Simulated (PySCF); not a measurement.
An EPR job on `S(C)[B]CBNC` [radical].

Computed with UKS B3LYP, pcH-1 on B C H N S, non-relativistic, mean-field spin-orbit, GIAO (PySCF 2.14.0). Geometry: GFN2-xTB. A driver script takes a list of jobs; this job's settings line and coordinates (Å) are shown.

Command:
```bash
OMP_NUM_THREADS=1 python probes_run.py task.json out
```

Input:
```
{"job": {"kind": "epr", "basis": "pcH-1"}, "charge": 0, "multiplicity": 2}
C      3.019656     0.912832     0.270408
N      1.916649     0.040435     0.598930
B      1.156015    -0.718855    -0.269577
C     -0.069312    -1.568094     0.297130
B     -1.373649    -0.737645     0.122820
S     -1.970985     0.297327    -1.109036
C     -3.675011     0.776654    -0.494886
H      3.934733     0.598401     0.781572
H      3.191329     0.883172    -0.803074
H      2.802216     1.945199     0.560815
H      1.717313     0.039659     1.589918
H      1.397839    -0.693174    -1.416137
H      0.101954    -1.888153     1.328540
H     -0.191112    -2.480988    -0.290938
H     -4.364074    -0.030512    -0.719908
H     -3.636442     0.961365     0.572763
H     -3.964116     1.674407    -1.029249
```

Q: Estimate the output.

A: 
```
UKS, coarse grid
  cycle   1  E = -622.95415490  |g| = 3.70e-01
  cycle   2  E = -622.93435083  |g| = 4.22e-01
  cycle   3  E = -623.02292801  |g| = 5.93e-02
  cycle   4  E = -623.02413330  |g| = 3.50e-02
  cycle   5  E = -623.02467771  |g| = 7.08e-03
  cycle   6  E = -623.02470729  |g| = 3.53e-03
  cycle   7  E = -623.02471588  |g| = 8.44e-04
UKS, final grid
  cycle   1  E = -623.02470626  |g| = 1.10e-03
  cycle   2  E = -623.02470529  |g| = 1.77e-03
  cycle   3  E = -623.02470701  |g| = 1.33e-04
  cycle   4  E = -623.02470702  |g| = 6.46e-05
  cycle   5  E = -623.02470703  |g| = 3.09e-05
  cycle   6  E = -623.02470703  |g| = 8.80e-06
E = -623.02470703 Eh   <S^2> = 0.7538 (exact 0.7500)
g shifts (ppm)      1          2          3
  rmc          -106       -106       -106
  gc             12         -5         23
  oz_so       -5917      -1651        990
  total       -6009      -1762        908
hyperfine (MHz)  atom isotope    a_iso     a_fc   dipolar eigenvalues
    0   13C       1.04       1.04     -0.25     -0.20      0.45
    1   14N       0.47       0.47     -0.44     -0.20      0.64
    2   11B      26.02      26.02     -2.75     -1.96      4.71
    3   13C       5.15       5.16     -4.79     -3.06      7.85
    4   11B     306.47     306.66    -40.09    -36.72     76.81
    5   33S      -6.32      -6.23     -9.87     -9.00     18.86
    6   13C     104.14     104.18     -6.04     -5.44     11.48
    7    1H       0.06       0.06     -0.48     -0.46      0.94
    8    1H      -0.00      -0.00     -0.59     -0.53      1.12
    9    1H       1.35       1.35     -0.58     -0.48      1.06
   10    1H       0.19       0.19     -1.61     -0.61      2.23
   11    1H      -2.41      -2.41     -2.07     -1.17      3.24
   12    1H      64.00      64.01     -5.38     -4.07      9.45
   13    1H       0.50       0.51     -4.61     -2.39      7.00
   14    1H      -5.31      -5.30     -4.19     -1.95      6.15
   15    1H      -4.85      -4.85     -6.31      0.10      6.21
   16    1H       2.39       2.39     -3.70     -2.07      5.77
```

rmc, gc and oz_so are the mass-correction, gauge-correction and orbital-Zeeman/spin–orbit parts of the g shift along its three principal axes; a_iso is the isotropic hyperfine coupling and a_fc its Fermi-contact part. The program numbers atoms from 0.

Q: Get g_iso from the total shifts.

A: Their mean is -2288 ppm; added to g_e = 2.002319 it gives 2.00003.

Q: How far is ⟨S²⟩ from the pure-spin value?

A: S = 0.5 gives S(S+1) = 0.75; the run has 0.7538, 0.0038 more.

In short: ⟨S²⟩ 0.754; g_iso 2.0000.

Isolated species at its GFN2-xTB geometry (one conformer only).

On Intel Xeon at 2.50 GHz, one thread, shared host with 64 logical CPUs at a one-minute load of 63, this took 3.3 min wall (grids of density and orbitals included) and 0.97 GiB of memory at its peak.
Labels such as C1 count atoms from 1, the log's own numbers from 0.
